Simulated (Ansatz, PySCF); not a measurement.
Gas-phase reaction (SMILES): BOB + O (H2O) → 2 BO (H3BO); water cleaves one B-O bond, a model of a ligand-exchange step.

Geometries: B3LYP-D3(BJ)/def2-TZVP minima from Ansatz (a program for electronic structure), one conformer each, not searched for the lowest. Cores are frozen in the correlated levels unless marked. No spin-orbit coupling. No relativistic terms. CBS(X,Y): correlation extrapolated as X^-3; Hartree-Fock from the larger set. The bracket is a focal-point correction in the basis named. Thermal terms are rigid-rotor harmonic-oscillator values from B3LYP-D3(BJ) frequencies (Ansatz or PySCF) at 298.15 K and 1 atm. 1 Eh = 627.5095 kcal/mol.

```tsv
species	E, RI-MP2/CBS(aug-cc-pVTZ,aug-cc-pVQZ)+[CCSD(T)-MP2]/aug-cc-pVTZ (Ansatz) (Eh)	E, PBE0-D4/def2-TZVPD (Ansatz + dftd4) (Eh)	H - E (Eh)	G - E (Eh)
BOB	-127.21652	-127.26523	0.05204	0.02231
O (H2O)	-76.37791	-76.38102	0.02495	0.00353
BO (H3BO)	-101.80301	-101.82827	0.03929	0.01314
```

Question: Work out ΔE and ΔH, ΔG, ΔS and the equilibrium constant at 298.15 K at the first level, then ΔH at the second.

Answer: 
1. ΔE = [2×(-101.80301)] - [(-127.21652) + (-76.37791)] = -0.01159 Eh = -7.3 kcal/mol at RI-MP2/CBS(aug-cc-pVTZ,aug-cc-pVQZ)+[CCSD(T)-MP2]/aug-cc-pVTZ.
2. The terms H - E add up to 0.00159 Eh, so ΔH = (-0.01159 + (0.00159))×627.5095 = -6.3 kcal/mol.
3. The terms G - E add up to 0.00044 Eh, so ΔG = -7.0 kcal/mol, and ΔS = (0.00159 - (0.00044))×627509.5/298.15 = 2.4 cal/(mol K).
4. log10 K = -ΔG/(RT ln 10) = 5.1, with RT ln 10 = 1.3642 kcal/mol.
5. At PBE0-D4/def2-TZVPD the same steps give ΔE = -6.5 and ΔH = -5.5 kcal/mol, a shift of +0.8 from the first level.
6. These values are not checked against measurement here, since the tables used lack a sound gas-phase enthalpy of formation for at least one species.
